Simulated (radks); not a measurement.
Results of a calculation; reference values are marked as such.
Species: Be. Configuration: [He] 2s2. Code: a radial shooting solver on a logarithmic mesh with Libxc functionals. Model: non-relativistic Kohn-Sham, PBE, spin-polarised, spherical densities, point nucleus.

X-ray form factor f0, the Fourier transform of the density (f0(0) = 4):

sin(theta)/lambda (1/angstrom)  f0 (electrons)
0.05                                     3.715
0.1                                      3.086
0.15                                     2.483
0.2                                      2.070
0.25                                     1.828
0.3                                      1.687
0.4                                      1.513
0.5                                      1.355
0.6                                      1.188
0.8                                      0.870
1                                        0.619
1.25                                     0.401
1.5                                      0.263
2                                        0.121
